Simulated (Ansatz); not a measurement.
## A correction line for HF/def2-TZVPP: vertical ionisation energy

The vertical ionisation energy (cation less neutral) in eV of 6 molecular compounds of Al: x at HF/def2-TZVPP, y at CCSD(T)/def2-TZVPP. Shapes, held fixed at every level: PBE0-D4/def2-TZVP. Flexible molecules stand in one conformer, not always the lowest. Programs: Ansatz 0.2.0.

```
                             molecule  x (eV)  y (eV)
       C2H8AlN (SMILES C[N](C)[AlH2])    7.20    8.58
                        Se(AlH2)(CH3)    7.97    9.03
       C2H2AlF (SMILES C#[C][AlH][F])    9.61       ?
                         AlH(CH3)(OH)    9.70   10.57
C2HAlCl2 (SMILES C#[C][Al]([Cl])[Cl])    9.71   11.19
           AlH2Br (SMILES [AlH2][Br])   10.02   10.81
```

**Question.** Fit y = c + s·x to the known rows and predict y for C2H2AlF.

**Answer.** 
1. Means of the 5 rows: x = 8.9200, y = 10.036.
2. Σ(Δx)² = 6.3034, Σ(Δx·Δy) = 5.6396, so the slope is 5.6396/6.3034 = 0.89469.
3. Intercept: 10.036 − (0.89469) × 8.9200 = 2.055. The largest residual of the fit is 0.45.
4. C2H2AlF: 2.055 + 0.89469 × 9.61 = 10.65 eV.

CCSD(T)/def2-TZVPP gives 11.16 eV, so the prediction is off by -0.51 eV, about the largest residual. Uncorrected, HF/def2-TZVPP misses C2H2AlF by -1.55 eV, and the other rows by 1.12 on average. The line removes about 65 % of this miss. Left out in turn, the other rows are missed by 0.34 eV on average. Cations run unrestricted. Relativity is left out for Br, Se. Outer-core shells of Br, Se are correlated, in sets that cover them unevenly.
